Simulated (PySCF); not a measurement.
CH10O2Si3, SMILES [SiH2](O[Si@@H](O)C)[SiH3]. Geometry optimised at PBE-D3(BJ)/def2-SVP. The structure was generated by enumeration; whether it is a known compound was not checked. Other conformers were not sampled.

Computed equilibrium geometry at PBE-D3(BJ)/def2-SVP (PySCF confirms it by a frequency run) as Cartesian coordinates in Å (one conformer of several):
```xyz
16

C     -3.0825    -0.1724     0.4804
Si    -1.4868     0.2647    -0.3906
O     -0.8437    -1.0222    -1.2693
O     -0.3961     0.7469     0.7925
Si     1.2831     0.8703     0.8755
Si     2.3397    -0.7750    -0.4472
H     -3.8552    -0.4981    -0.2447
H     -3.4727     0.7065     1.0328
H     -2.9242    -0.9872     1.2164
H     -1.6504     1.3475    -1.4102
H     -0.7904    -1.8709    -0.7952
H      1.7266     2.2433     0.4357
H      1.6786     0.6935     2.3167
H      1.8018    -2.1431    -0.1129
H      3.8125    -0.7751    -0.1165
H      2.1835    -0.5190    -1.9189
```
